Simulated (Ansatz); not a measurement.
`[NH2][Y]([Cl])[Cl]` + HCl → `[Cl][Y]([Cl])[Cl]` + NH₃  (ligand exchange at a Y–N bond)

Computed with Ansatz on PBE0-D4/def2-TZVP structures; ΔE is electronic, products minus reactants. CCSD(T)/CBS adds triple-zeta CCSD(T) − MP2 to the extrapolated MP2 energy (def2 sets, frozen cores). This one scheme is used for every species. DFT in def2-TZVPP. B3LYP here is the variant with VWN-RPA as its local correlation; programs differ in this. Elements past krypton have def2 core potentials. For Y outer-core shells are correlated without core-valence functions, which leaves a few kJ/mol of doubt a bond. Each species was taken in one conformer, which may not be the lowest.

`[NH2][Y]([Cl])[Cl]`:

Z-matrix (Å, degrees):
```
Y
Cl 1 2.464
Cl 1 2.464 2 127.4
N 1 2.101 2 116.3 3 -179.8
H 1 2.825 2 133.0 3 -179.7
H 1 2.825 2 99.6 3 -179.8
```

HCl:

Z-matrix (Å, degrees):
```
Cl
H 1 1.279
```

`[Cl][Y]([Cl])[Cl]`:

```xyz
4

Cl   -0.764    2.268   -0.444
Y     0.000    0.000    0.000
Cl   -0.166   -0.922    2.246
Cl    0.930   -1.346   -1.802
```

NH₃:

Cartesian coordinates in Å:
```
N -0.139 -0.088 -0.229
H -0.668 0.601 0.293
H 0.060 -0.852 0.405
H 0.748 0.338 -0.469
```

CCSD(T)/CBS gives -28.8 kcal/mol.

Question: Another level gave -27.1 kcal/mol. Which?
A. B3LYP-D4/def2-TZVPP
B. r2SCAN0/def2-TZVPP
C. RPA@PBE/def2-TZVPP
D. PBE-D4/def2-TZVPP

Answer: D. PBE-D4 -27.1, r2SCAN0 -29.6, B3LYP-D4 -28.0, RPA@PBE/def2-TZVPP -25.9 kcal/mol.

Largest T1 diagnostic among the species: 0.011.

From PBE to PBE0 (25 % exact exchange), in def2-TZVPP and without D4, ΔE moves by −1.5 kcal/mol. Leaving LDA and LC-ωPBE aside and taking each functional with its dispersion term where it has one, the values, not all of them listed here, spread over 3.3 kcal/mol, from BHLYP-D4 to BLYP-D4. LDA lies +1.1 kcal/mol from PBE without D4. In def2-TZVPP, CCSD(T) changes the Hartree–Fock value by +5.1 kcal/mol (the triples alone add +0.3 kcal/mol) and MP2 by +4.7 kcal/mol.
